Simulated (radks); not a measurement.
Q: Calculated with a radial shooting solver on a logarithmic mesh with Libxc functionals: scalar-relativistic Kohn-Sham, LB94 model potential, spin-unpolarised, spherical densities, finite nucleus; Fermi nuclear charge, rms radius of each element as measured or else 0.836 A^(1/3) + 0.57 fm. Response by self-consistent Sternheimer equations with the Hartree and adiabatic LDA kernel, the relativistic mass of each level held fixed and spin-orbit coupling left out. For heavy and open-shell atoms this level of theory can miss by tens of per cent. Rank Se6+, Ga3+, Cu+, As5+, Ni, Zn2+, Br7+, Kr8+, Ge4+ (NIST ground configurations) by static dipole polarisability, largest first.

A: Ni 34.67, Cu+ 5.923, Zn2+ 2.564, Ga3+ 1.375, Ge4+ 0.8372, As5+ 0.5537, Se6+ 0.3882, Br7+ 0.2840, Kr8+ 0.2147 bohr^3.
